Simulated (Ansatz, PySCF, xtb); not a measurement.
Process, species as SMILES: CO[Si](Cl)(Cl)Cl + 5 [H][H] (H2) -> C (CH4) + 3 Cl (HCl) + O (H2O) + [SiH4] (SiH4)
Each molecule is optimised on its own at B3LYP-D3(BJ)/def2-TZVP (Ansatz, a first-principles code), one conformer each, not searched for the lowest. Frequencies are from Ansatz or PySCF.

Quantity: energy of full hydrogenation (enthalpy at 298 K, with B3LYP-D3(BJ) rigid-rotor harmonic-oscillator terms), in eV. Correlated levels leave the core frozen unless marked. Spin-orbit coupling is left out. Non-relativistic. CBS marks a two-point X^-3 extrapolation of the correlation energy; Hartree-Fock from the larger set. The bracket is a focal-point correction in the basis named.

```csv
level,program,energy of full hydrogenation (eV)
GFN2-xTB,xtb,0.96
HF/cc-pV(D+d)Z,Ansatz,1.21
PBE-D3(BJ)/def2-TZVPD,Ansatz + dftd3,2.33
BHLYP-D4/def2-TZVPD,Ansatz + dftd4,2.39
BHLYP/def2-TZVPD,Ansatz,2.03
HSE06-D3(BJ)/def2-TZVPD,Ansatz + dftd3,2.28
CAM-B3LYP-D3(BJ)/def2-TZVPD,Ansatz + dftd3,2.26
CAM-B3LYP/def2-TZVPD,Ansatz,2.06
B2PLYP-D4/def2-TZVPD,Ansatz + dftd4,2.52
B2PLYP/def2-TZVPD,Ansatz,2.34
MP2/6-31G*,Ansatz,3.45
MP2/aug-cc-pV(D+d)Z,Ansatz,1.79
"MP2/CBS(cc-pV(T+d)Z,cc-pV(Q+d)Z)",Ansatz,2.80
RI-MP2/aug-cc-pV(T+d)Z,Ansatz,2.58
CCSD/aug-cc-pV(T+d)Z,Ansatz,2.04
CCSD(T)/6-31G*,Ansatz,3.28
CCSD(T)/cc-pV(T+d)Z,Ansatz,2.27
CCSD(T)/cc-pVTZ,Ansatz,2.18
CCSD(T)/cc-pwCVTZ,Ansatz,2.30
"RI-MP2/CBS(aug-cc-pV(T+d)Z,aug-cc-pV(Q+d)Z)+[CCSD(T)-MP2]/aug-cc-pV(T+d)Z",Ansatz,2.43
"CCSD(T)/CBS(cc-pV(T+d)Z,cc-pV(Q+d)Z)",Ansatz,2.49
```
